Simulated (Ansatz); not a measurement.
BrH$_{6}$HfN$_{3}$ (`[NH2][Hf]([NH2])([NH2])[Br]`). The species carries charge 0 and has multiplicity 1. Hf: def2 effective core potential. Geometry: relaxed with PBE0-D4/def2-TZVP. It is one conformer, not always the lowest.

```xyz
11

N     0.943   -0.080   -1.643
Hf   -0.445   -0.127   -0.169
N     0.234   -1.422    1.232
N    -0.453    1.708    0.686
Br   -2.747   -0.785   -1.043
H     1.068   -0.801   -2.340
H     1.567    0.687   -1.849
H    -0.312   -1.766    2.011
H     1.131   -1.884    1.231
H    -0.882    2.530    0.281
H    -0.103    1.940    1.604
```

Q: What is the dipole moment at r2SCAN/def2-TZVPP? (An estimate is asked.)

A: Computed: 3.13 D, with components (2.82, 0.81, 1.07) D in this frame, pointing from negative to positive charge.

Q: And with PBE, B3LYP, ωB97M-V? (An estimate is asked.)

A: Ansatz gave: PBE 3.08 D, B3LYP 3.06 D, ωB97M-V 3.04 D.

Q: Give the Mulliken charges with r2SCAN, B3LYP, ωB97M-V in def2-TZVPP. (An estimate is asked.)

A: Computed: 
```
atom  r2SCAN  B3LYP  ωB97M-V
  N1   -0.50  -0.44    -0.40
 Hf2    0.90   0.83     0.79
  N3   -0.50  -0.44    -0.40
  N4   -0.50  -0.44    -0.40
 Br5   -0.35  -0.35    -0.32
  H6    0.16   0.13     0.11
  H7    0.16   0.14     0.12
  H8    0.16   0.13     0.11
  H9    0.16   0.14     0.12
 H10    0.16   0.13     0.11
 H11    0.16   0.14     0.12
```

B3LYP here is the variant with VWN-RPA as its local correlation; programs differ in this.
